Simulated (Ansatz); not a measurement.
Ansatz (a program for electronic structure) input file for Sn(GeH3)(H)3 (GeH₆Sn), SMILES [GeH3][SnH3], PBE0-D3(BJ)/def2-TZVP. 

Ansatz 0.2 input:
```yaml
crystal:
  periodic: [false, false, false]
  atoms:
    - {symbol: Sn, position_ang: [0.00000000, 0.00000000, -1.00918352]}
    - {symbol: Ge, position_ang: [-0.00000000, 0.00000000, 1.53650823]}
    - {symbol: H, position_ang: [-0.12871184, -1.52025962, -1.67569416]}
    - {symbol: H, position_ang: [1.38093936, 0.64866208, -1.67569417]}
    - {symbol: H, position_ang: [-1.25222754, 0.87159752, -1.67569416]}
    - {symbol: H, position_ang: [-1.34136433, -0.33006080, 2.10599836]}
    - {symbol: H, position_ang: [0.38484113, 1.32668599, 2.10599836]}
    - {symbol: H, position_ang: [0.95652320, -0.99662519, 2.10599836]}
basis:
  gaussian:
    orbitals: def2-TZVP
hamiltonian:
  xc: pbe0
  dispersion: d3bj
relax: {f_tol: 0.002, max_steps: 200}
```

Log of the run:

```
WARN ansatz: RAYON_NUM_THREADS=1 ignored (pool sized by the plan → 1); use --threads N
Functional definition: PBE0
integrals: 0.06 GiB planned
1126 factors; their error is unknown
mean field: 0.55 GiB planned
mean field evaluation 1: about -62438.9245 eV, gradient 1.8e1 eV
mean field evaluation 2: about -62439.2163 eV, gradient 1.5e1 eV
mean field evaluation 4: about -62439.4196 eV, gradient 5.5e-1 eV
mean field evaluation 8: about -62439.7649 eV, gradient 2.0e-1 eV
mean field -62439.76498601 eV, -2294.6190400431 hartree, gradient 6.2e-5 eV, S^2 0.000000; 0 other end points of the search recorded, 0 dependent functions left out
the calculation of the forces begins
reference -62439.76502582 eV, -2294.6190415060 hartree; 30, 30 occupied and 104, 104 virtual orbitals, 1126 factors
relax step   1: F+E_penalty+E_count = -62439.89340558 eV  Δ(F+E_penalty+E_count) = +0.000e0 eV  max|allowed force component| = 7.986e-1 eV/Å  Δτ_max = 0.0000 Å  (23 SCF iters, accepted)
these checks for a lower state are left out or cut short: starts, cluster_reference, orbital_swaps, neighbouring_geometries, increment
integrals: 0.06 GiB planned
1126 factors; their error is unknown
mean field: 0.55 GiB planned
mean field evaluation 16: about -62439.4569 eV, gradient 7.5e0 eV
mean field -62439.86514848 eV, -2294.6227209461 hartree, gradient 1.1e-5 eV, S^2 0.000000; 0 other end points of the search recorded, 0 dependent functions left out
the calculation of the forces begins
reference -62439.86518818 eV, -2294.6227224050 hartree; 30, 30 occupied and 104, 104 virtual orbitals, 1126 factors
relax step   2: F+E_penalty+E_count = -62439.99281824 eV  Δ(F+E_penalty+E_count) = -9.941e-2 eV  max|allowed force component| = 4.176e-1 eV/Å  Δτ_max = 0.1430 Å  (26 SCF iters, accepted)
these checks for a lower state are left out or cut short: starts, cluster_reference, orbital_swaps, neighbouring_geometries, increment
integrals: 0.06 GiB planned
1126 factors; their error is unknown
mean field: 0.55 GiB planned
mean field -62439.90272657 eV, -2294.6241019155 hartree, gradient 8.8e-6 eV, S^2 0.000000; 0 other end points of the search recorded, 0 dependent functions left out
the calculation of the forces begins
reference -62439.90276646 eV, -2294.6241033811 hartree; 30, 30 occupied and 104, 104 virtual orbitals, 1126 factors
relax step   3: F+E_penalty+E_count = -62440.03022418 eV  Δ(F+E_penalty+E_count) = -3.741e-2 eV  max|allowed force component| = 5.743e-2 eV/Å  Δτ_max = 0.0698 Å  (26 SCF iters, accepted)
these checks for a lower state are left out or cut short: starts, cluster_reference, orbital_swaps, neighbouring_geometries, increment
integrals: 0.06 GiB planned
1126 factors; their error is unknown
mean field: 0.55 GiB planned
mean field evaluation 32: about -62439.9030 eV, gradient 1.1e-4 eV
mean field -62439.90302891 eV, -2294.6241130262 hartree, gradient 1.1e-5 eV, S^2 0.000000; 0 other end points of the search recorded, 0 dependent functions left out
the calculation of the forces begins
reference -62439.90306877 eV, -2294.6241144908 hartree; 30, 30 occupied and 104, 104 virtual orbitals, 1126 factors
relax step   4: F+E_penalty+E_count = -62440.03060846 eV  Δ(F+E_penalty+E_count) = -3.843e-4 eV  max|allowed force component| = 1.844e-2 eV/Å  Δτ_max = 0.0062 Å  (21 SCF iters, accepted)
these checks for a lower state are left out or cut short: starts, cluster_reference, orbital_swaps, neighbouring_geometries, increment
integrals: 0.06 GiB planned
1126 factors; their error is unknown
mean field: 0.55 GiB planned
mean field -62439.90359444 eV, -2294.6241338088 hartree, gradient 8.1e-6 eV, S^2 0.000000; 0 other end points of the search recorded, 0 dependent functions left out
the calculation of the forces begins
reference -62439.90363427 eV, -2294.6241352725 hartree; 30, 30 occupied and 104, 104 virtual orbitals, 1126 factors
relax step   5: F+E_penalty+E_count = -62440.03113332 eV  Δ(F+E_penalty+E_count) = -5.249e-4 eV  max|allowed force component| = 1.037e-2 eV/Å  Δτ_max = 0.0296 Å  (27 SCF iters, accepted)
these checks for a lower state are left out or cut short: starts, cluster_reference, orbital_swaps, neighbouring_geometries, increment
integrals: 0.06 GiB planned
1126 factors; their error is unknown
mean field: 0.55 GiB planned
mean field -62439.90193664 eV, -2294.6240728859 hartree, gradient 1.6e-5 eV, S^2 0.000000; 0 other end points of the search recorded, 0 dependent functions left out
the calculation of the forces begins
reference -62439.90197635 eV, -2294.6240743453 hartree; 30, 30 occupied and 104, 104 virtual orbitals, 1126 factors
relax step   6: F+E_penalty+E_count = -62440.02948443 eV  Δ(F+E_penalty+E_count) = +1.649e-3 eV  max|allowed force component| = 1.461e-1 eV/Å  Δτ_max = 0.1462 Å  (25 SCF iters, rejected (line search))
these checks for a lower state are left out or cut short: starts, cluster_reference, orbital_swaps, neighbouring_geometries, increment
integrals: 0.06 GiB planned
1126 factors; their error is unknown
mean field: 0.55 GiB planned
mean field -62439.90194462 eV, -2294.6240731791 hartree, gradient 8.1e-6 eV, S^2 0.000000; 0 other end points of the search recorded, 0 dependent functions left out
the calculation of the forces begins
reference -62439.90198441 eV, -2294.6240746414 hartree; 30, 30 occupied and 104, 104 virtual orbitals, 1126 factors
relax step   7: F+E_penalty+E_count = -62440.02982523 eV  Δ(F+E_penalty+E_count) = +1.308e-3 eV  max|allowed force component| = 1.316e-1 eV/Å  Δτ_max = 0.0332 Å  (26 SCF iters, rejected (line search))
these checks for a lower state are left out or cut short: starts, cluster_reference, orbital_swaps, neighbouring_geometries, increment
integrals: 0.06 GiB planned
1126 factors; their error is unknown
mean field: 0.55 GiB planned
mean field -62439.90380797 eV, -2294.6241416561 hartree, gradient 8.1e-6 eV, S^2 0.000000; 0 other end points of the search recorded, 0 dependent functions left out
the calculation of the forces begins
reference -62439.90384778 eV, -2294.6241431191 hartree; 30, 30 occupied and 104, 104 virtual orbitals, 1126 factors
relax step   8: F+E_penalty+E_count = -62440.03137582 eV  Δ(F+E_penalty+E_count) = -2.425e-4 eV  max|allowed force component| = 6.029e-3 eV/Å  Δτ_max = 0.0158 Å  (27 SCF iters, accepted)
these checks for a lower state are left out or cut short: starts, cluster_reference, orbital_swaps, neighbouring_geometries, increment
integrals: 0.06 GiB planned
1126 factors; their error is unknown
mean field: 0.55 GiB planned
mean field evaluation 64: about -62439.5239 eV, gradient 3.5e0 eV
mean field -62439.90429243 eV, -2294.6241594595 hartree, gradient 1.1e-5 eV, S^2 0.000000; 0 other end points of the search recorded, 0 dependent functions left out
the calculation of the forces begins
reference -62439.90433216 eV, -2294.6241609196 hartree; 30, 30 occupied and 104, 104 virtual orbitals, 1126 factors
relax step   9: F+E_penalty+E_count = -62440.03185728 eV  Δ(F+E_penalty+E_count) = -4.815e-4 eV  max|allowed force component| = 4.319e-2 eV/Å  Δτ_max = 0.0977 Å  (25 SCF iters, accepted)
these checks for a lower state are left out or cut short: starts, cluster_reference, orbital_swaps, neighbouring_geometries, increment
integrals: 0.06 GiB planned
1126 factors; their error is unknown
mean field: 0.55 GiB planned
mean field -62439.90446490 eV, -2294.6241657977 hartree, gradient 8.1e-6 eV, S^2 0.000000; 0 other end points of the search recorded, 0 dependent functions left out
the calculation of the forces begins
reference -62439.90450465 eV, -2294.6241672587 hartree; 30, 30 occupied and 104, 104 virtual orbitals, 1126 factors
relax step  10: F+E_penalty+E_count = -62440.03200678 eV  Δ(F+E_penalty+E_count) = -1.495e-4 eV  max|allowed force component| = 2.097e-2 eV/Å  Δτ_max = 0.0171 Å  (27 SCF iters, accepted)
these checks for a lower state are left out or cut short: starts, cluster_reference, orbital_swaps, neighbouring_geometries, increment
integrals: 0.06 GiB planned
1126 factors; their error is unknown
mean field: 0.55 GiB planned
mean field -62439.90429394 eV, -2294.6241595151 hartree, gradient 8.1e-6 eV, S^2 0.000000; 0 other end points of the search recorded, 0 dependent functions left out
the calculation of the forces begins
reference -62439.90433367 eV, -2294.6241609750 hartree; 30, 30 occupied and 104, 104 virtual orbitals, 1126 factors
relax step  11: F+E_penalty+E_count = -62440.03191792 eV  Δ(F+E_penalty+E_count) = +8.886e-5 eV  max|allowed force component| = 3.507e-2 eV/Å  Δτ_max = 0.0108 Å  (29 SCF iters, rejected (line search))
these checks for a lower state are left out or cut short: starts, cluster_reference, orbital_swaps, neighbouring_geometries, increment
integrals: 0.06 GiB planned
1126 factors; their error is unknown
mean field: 0.55 GiB planned
mean field -62439.90453010 eV, -2294.6241681936 hartree, gradient 1.1e-5 eV, S^2 0.000000; 0 other end points of the search recorded, 0 dependent functions left out
the calculation of the forces begins
reference -62439.90456983 eV, -2294.6241696540 hartree; 30, 30 occupied and 104, 104 virtual orbitals, 1126 factors
relax step  12: F+E_penalty+E_count = -62440.03210163 eV  Δ(F+E_penalty+E_count) = -9.485e-5 eV  max|allowed force component| = 9.090e-4 eV/Å  Δτ_max = 0.0051 Å  (21 SCF iters, accepted)
these checks for a lower state are left out or cut short: starts, cluster_reference, orbital_swaps, neighbouring_geometries, increment
integrals: 0.06 GiB planned
1126 factors; their error is unknown
mean field: 0.55 GiB planned
mean field evaluation 96: about -62439.9046 eV, gradient 8.1e-6 eV
mean field -62439.90455413 eV, -2294.6241690770 hartree, gradient 8.1e-6 eV, S^2 0.000000; 0 other end points of the search recorded, 0 dependent functions left out
the calculation of the forces begins
reference -62439.90459386 eV, -2294.6241705368 hartree; 30, 30 occupied and 104, 104 virtual orbitals, 1126 factors
relax step  13: F+E_penalty+E_count = -62440.03212330 eV  Δ(F+E_penalty+E_count) = -2.167e-5 eV  max|allowed force component| = 4.850e-3 eV/Å  Δτ_max = 0.0131 Å  (27 SCF iters, accepted)
these checks for a lower state are left out or cut short: starts, cluster_reference, orbital_swaps, neighbouring_geometries, increment
integrals: 0.06 GiB planned
1126 factors; their error is unknown
mean field: 0.55 GiB planned
mean field -62439.90455052 eV, -2294.6241689444 hartree, gradient 8.1e-6 eV, S^2 0.000000; 0 other end points of the search recorded, 0 dependent functions left out
the calculation of the forces begins
reference -62439.90459024 eV, -2294.6241704040 hartree; 30, 30 occupied and 104, 104 virtual orbitals, 1126 factors
relax step  14: F+E_penalty+E_count = -62440.03212536 eV  Δ(F+E_penalty+E_count) = -2.060e-6 eV  max|allowed force component| = 1.860e-3 eV/Å  Δτ_max = 0.0109 Å  (27 SCF iters, accepted)
these checks for a lower state are left out or cut short: starts, cluster_reference, orbital_swaps, neighbouring_geometries, increment
integrals: 0.06 GiB planned
1126 factors; their error is unknown
mean field: 0.55 GiB planned
mean field -62439.90455737 eV, -2294.6241691958 hartree, gradient 4.7e-6 eV, S^2 0.000000; 0 other end points of the search recorded, 0 dependent functions left out
the calculation of the forces begins
reference -62439.90459709 eV, -2294.6241706555 hartree; 30, 30 occupied and 104, 104 virtual orbitals, 1126 factors
relax step  15: F+E_penalty+E_count = -62440.03213050 eV  Δ(F+E_penalty+E_count) = -5.133e-6 eV  max|allowed force component| = 5.252e-4 eV/Å  Δτ_max = 0.0033 Å  (20 SCF iters, accepted)
integrals: 0.06 GiB planned
1126 factors; their error is unknown
mean field: 0.55 GiB planned
mean field -62439.90455737 eV, -2294.6241691958 hartree, gradient 5.2e-6 eV, S^2 0.000000; 1 other end points of the search recorded, 0 dependent functions left out
the calculation of the forces begins
reference -62439.90459709 eV, -2294.6241706555 hartree; 30, 30 occupied and 104, 104 virtual orbitals, 1126 factors
Total energy: -62440.03217021 eV, -2294.6288588815 hartree
Atom 0 at    -0.000004     0.000012    -1.047641 Å, force     0.000000    -0.000017    -0.000155 eV/Å
Atom 1 at     0.000011    -0.000011     1.547137 Å, force    -0.000126     0.000035     0.000233 eV/Å
Atom 2 at    -0.275751    -1.575553    -1.644386 Å, force     0.000106     0.000522    -0.000009 eV/Å
Atom 3 at     1.502337     0.548975    -1.644426 Å, force    -0.000477    -0.000193    -0.000016 eV/Å
Atom 4 at    -1.226573     1.026601    -1.644458 Å, force     0.000420    -0.000351     0.000067 eV/Å
Atom 5 at    -1.352821    -0.495143     2.083995 Å, force     0.000525     0.000120    -0.000042 eV/Å
Atom 6 at     0.247576     1.419139     2.084012 Å, force    -0.000020    -0.000471    -0.000020 eV/Å
Atom 7 at     1.105225    -0.924020     2.084005 Å, force    -0.000428     0.000356    -0.000057 eV/Å
Dipole moment:     0.000003     0.000000     0.025197 e Å
```

Self-consistency was reached.

Cost: roughly 80 core-seconds.
